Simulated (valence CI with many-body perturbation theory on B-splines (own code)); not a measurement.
Results of a calculation; reference values are marked as such.
**Run record, Sr XVII**

Level of theory: valence CI with perturbative core correlation (CI+MBPT): four valence electrons over a frozen Dirac-Fock core [Ar], radial functions for each j: 9 s, 9 p, 10 d, 8 f, 5 g, 3 h, 1 i, with the one-electron correlation potential Σ1 (screened to all orders), the two-electron term Σ2, the three-electron term Σ3, Breit, model QED; selected single and double excitations, second order for the rest (own B-spline code, finite nucleus).

Command, and the settings that its task file holds:

```sh
python run_cv.py task.json out
```

```
atom Sr  Z=38  mass_number=88  rms_radius_fm=4.2240
core [Ar]
valence 3d4
avg = 1
basis = L
breit = 1
cap = 40000
capref = 1200
cscale = 1
de = 0.0
dress = 0
eps = 2e-08
h = 0.27
hh = 1
l2 = 3
lcore = 6
maxit = 60
n2 = 5
natural = 1
nlev = 60
nno = [6, 6, 7, 6, 4, 3, 1]
nroot = 26
nsp = [3, 3, 3, 2, 1, 0, 0]
pt2 = 1
qed = 1
rpa = 1
s1 = 1
s2 = 1
s3 = 1
screen = 1
tol = 2e-05
```

It took 2.2 min on 1 thread of Intel(R) Xeon(R) Platinum 8488C (Sapphire Rapids), with other jobs on the host.

Log. The first blocks belong to the next ion, which gives the ionisation energy. Fields: 2J, parity (1 odd), roots, reference size, generating configurations, candidates as configurations/state functions, variational space P, stored matrix elements, Davidson steps; e2 is the range of second-order energies in hartree. The first line gives the box (bohr), its intervals, the orbitals and the steps of their self-consistent field. Window is the range of levels sought, series limit the energy at which the first omitted orbital would enter, core excitation an estimate of the first excitation out of the core, left out the lowest levels not solved, and shifts from estimates the range by which levels moved from their first estimate, all in cm⁻¹.

```
rmax 6.7 intervals 61 orbitals 81 references ['3d4', '3d3 4s', '3d3 4p'] scf 5 t 1.2
2J=3 par=0 roots 2 ref 41 generators 4 cand 3047/7521 P 1508/3999 nnz 4.3e+06 it 7
2J=3 par=0 roots 2 ref 41 generators 7 cand 4474/10688 P 2095/5509 nnz 7.5e+06 it 5
   second order: generators 15 cand 7833/18146 e2 -0.00002 -0.00001
2J=5 par=0 roots 2 ref 45 generators 3 cand 3216/9392 P 1154/3995 nnz 4.4e+06 it 4
2J=5 par=0 roots 2 ref 45 generators 7 cand 5161/14359 P 1853/6117 nnz 9.6e+06 it 4
   second order: generators 14 cand 12822/36198 e2 -0.00002 -0.00002
2J=7 par=0 roots 2 ref 35 generators 2 cand 3174/9640 P 1248/3999 nnz 4.4e+06 it 5
2J=7 par=0 roots 2 ref 35 generators 5 cand 4976/14848 P 2268/7137 nnz 1.3e+07 it 5
   second order: generators 9 cand 8358/26328 e2 -0.00003 -0.00001
reference levels 704, estimated 34, window 313323 1/cm; series limit 3948793, core excitation 898834
2J=0 par=0 roots 5 ref 19 generators 4 cand 3172/5611 P 3211/6026 nnz 7e+06 it 5
2J=0 par=0 roots 5 ref 19 generators 4 cand 1176/2104 P 3804/7133 nnz 9.9e+06 it 4
   second order: generators 12 cand 19000/45922 e2 -0.00010 -0.00001
2J=2 par=0 roots 4 ref 43 generators 3 cand 4285/19661 P 1508/7997 nnz 1.5e+07 it 5
2J=2 par=0 roots 4 ref 43 generators 3 cand 3212/14206 P 3365/16913 nnz 6.2e+07 it 7
   second order: generators 6 cand 12200/88760 e2 -0.00005 -0.00002
2J=4 par=0 roots 8 ref 61 generators 4 cand 4588/30373 P 1030/7997 nnz 1.5e+07 it 7
2J=4 par=0 roots 8 ref 61 generators 4 cand 3869/24932 P 3636/25299 nnz 1.3e+08 it 7
   second order: generators 8 cand 10551/89661 e2 -0.00006 -0.00002
2J=6 par=0 roots 6 ref 57 generators 3 cand 4617/35101 P 890/7999 nnz 1.6e+07 it 8
2J=6 par=0 roots 6 ref 57 generators 3 cand 4013/29656 P 2928/24006 nnz 1.2e+08 it 8
   second order: generators 7 cand 15766/179766 e2 -0.00012 -0.00005
2J=8 par=0 roots 7 ref 48 generators 4 cand 4559/35072 P 930/7983 nnz 1.5e+07 it 7
2J=8 par=0 roots 7 ref 48 generators 4 cand 3921/29636 P 3113/24834 nnz 1.3e+08 it 8
   second order: generators 6 cand 8041/90477 e2 -0.00012 -0.00004
2J=10 par=0 roots 2 ref 29 generators 2 cand 4312/30428 P 961/7981 nnz 1.7e+07 it 4
2J=10 par=0 roots 2 ref 29 generators 2 cand 3664/24974 P 2777/22249 nnz 1.2e+08 it 5
   second order: generators 3 cand 9614/96997 e2 -0.00005 -0.00004
2J=12 par=0 roots 2 ref 15 generators 2 cand 3815/23882 P 1249/7992 nnz 1.7e+07 it 5
2J=12 par=0 roots 2 ref 15 generators 2 cand 2984/18400 P 2933/18740 nnz 8.3e+07 it 5
   second order: generators 2 cand 1300/7652 e2 -0.00003 -0.00002
left out: unestimated 1935187, estimated none, shifts from estimates -116 to 196
operators 1.7
```

The Davidson iterations converged.

No measured spectrum was set against this ion. As an estimate, terms of the open shell hold to 2 to 4 % of their energy, and close levels can change places. Core correlation moves these levels by up to 8400 cm⁻¹, and in measured spectra 5 to 20 % of such shifts remained as error; rates that hang on mixing are uncertain with them. Only levels of the ground parity were solved; by the run's estimate the other parity begins above the list, which can be wrong where configurations are misplaced.

- Valence energy: -102.002 hartree
- Ionisation energy: 611.97 eV (NIST: 612 ± 3 eV (theoretical))
- Reference configurations for the orbitals: 3d4, 3d3 4s, 3d3 4p
- Radial orbitals: 81
- Box radius: 6.742 bohr
- Largest variational space: 25299
- Lowest levels: 3d⁴ ⁵D_0 0.0, 3d⁴ ⁵D_1 3989, 3d⁴ ⁵D_2 9256, 3d⁴ ⁵D_3 14823, 3d⁴ ⁵D_4 20319, 3d⁴ ³P_0 [a] 54971, 3d⁴ ³H_4 61731, 3d⁴ ³P_1 [a] 69760, 3d⁴ ³H_5 70145, 3d⁴ ³G_3 72196, 3d⁴ ³F_2 [a] 74437, 3d⁴ ³H_6 74818, 3d⁴ ³F_4 [a] 79277, 3d⁴ ³P_2 [a] 85811 cm⁻¹

Names give the largest LS component (configuration and term), which can be under half, so a name can repeat, a term be missing and a line seem to break the LS rules; names also repeat where a configuration has a term twice. Letters in brackets count levels of one name in rising energy.
